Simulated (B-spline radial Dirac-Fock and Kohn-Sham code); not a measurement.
**Dy³⁺: scattering cross sections and density moments**

System: Dy³⁺ in the configuration [Xe] 4f8 6p1 (not the ground configuration).

Method: Dirac-Fock densities. Computed with a radial B-spline solver.

- Sum of ⟨r⟩: 35.85 bohr
- Sum of ⟨r²⟩: 45.34 bohr²
- Sum of ⟨1/r⟩: 452.84 per bohr
- Langevin diamagnetic susceptibility: -35.9 × 10⁻⁶ cm³/mol
- Lamb shielding (α²/3)Σ⟨1/r⟩: 8038 ppm

Coherent scattering is the Thomson cross section weighted by f₀², without anomalous dispersion; incoherent scattering is Klein-Nishina weighted by S. The Lamb formula is the non-relativistic shielding expression. Electron correlation is left out.

```tsv
hν (keV)	coherent (b)	incoherent (b)	incoherent per electron (b)
8.0478	1206	10.59	0.168
10	990.7	12.52	0.199
17.4793	539.2	18.00	0.286
20	459.4	19.36	0.307
30	271.6	23.00	0.365
50	125.6	26.05	0.414
100	40.35	26.84	0.426
500	2.085	17.86	0.283
```

Incoherent scattering overtakes coherent scattering between 100 and 500 keV.
